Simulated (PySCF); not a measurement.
## Correlation energy of Yb⁵⁶⁺ (ytterbium, charge +56)

[Ne] 3s2 3p2, high-spin 3P determinant. Calculation: PySCF 2.14, in an even-tempered Gaussian basis (17 s from 14 bohr⁻², ratio 2.5; 12 p from 18 bohr⁻², ratio 2.5; 4 d from 72 bohr⁻², ratio 2.7; 4 f from 110 bohr⁻², ratio 2.7); the spin-free X2C one-electron Hamiltonian (Gaussian nucleus). Frozen: 1s2; 12 electrons correlated; the 20 highest virtual orbitals of each spin left out.

| level | correlation energy (mhartree) |
| --- | --- |
| CCSD | -538.18 |
| (T) | -0.52 |
| CCSD(T) | -538.70 |

Diagnostics: T1 = 0.00032, D1 = 0.0014, largest double amplitude 0.035.

Spin-orbit coupling is strong in this species (close to jj coupling), so the high-spin LS determinant is a model state, not a physical level.

Cost of the coupled-cluster step: roughly 17 core-seconds, for 12 correlated electrons.

Iterations:

```
CC2 = 0
CCSD nocc = (np.int64(7), np.int64(5)), nmo = (80, 80)
frozen orbitals [[0, 81, 82, 83, 84, 85, 86, 87, 88, 89, 90, 91, 92, 93, 94, 95, 96, 97, 98, 99, 100], [0, 81, 82, 83, 84, 85, 86, 87, 88, 89, 90, 91, 92, 93, 94, 95, 96, 97, 98, 99, 100]]
max_cycle = 100
direct = 0
conv_tol = 1e-08
conv_tol_normt = 1e-06
diis_space = 8
diis_start_cycle = 0
Init t2, MP2 energy = -0.523359418816775
Init E_corr(UCCSD) = -0.523359418816924
cycle = 1  E_corr(UCCSD) = -0.535580666495084  dE = -0.0122212477  norm(t1,t2) = 0.007089
cycle = 2  E_corr(UCCSD) = -0.537699869027379  dE = -0.00211920253  norm(t1,t2) = 0.00137891
cycle = 3  E_corr(UCCSD) = -0.538183444137174  dE = -0.00048357511  norm(t1,t2) = 0.000285553
cycle = 4  E_corr(UCCSD) = -0.538179112030257  dE = 4.33210692e-06  norm(t1,t2) = 9.90063e-06
cycle = 5  E_corr(UCCSD) = -0.538179136171312  dE = -2.4141055e-08  norm(t1,t2) = 2.63417e-07
cycle = 6  E_corr(UCCSD) = -0.538179136715997  dE = -5.44684742e-10  norm(t1,t2) = 1.09826e-08
UCCSD converged
E(UCCSD) = -10649.20740004534  E_corr = -0.5381791367159968
UCCSD(T) correction = -0.000518272156372387
```

At this charge the one-electron X2C treatment keeps the bare 1/r₁₂, with no two-electron picture change or Breit term. The effect here is smaller than on the frozen 1s shell; and a scalar Hamiltonian misses the large spin-orbit splitting of the p shells, which matters for ns² → np² pairs.

Spin-orbit coupling is strong in this species, so the high-spin LS determinant is a model state.
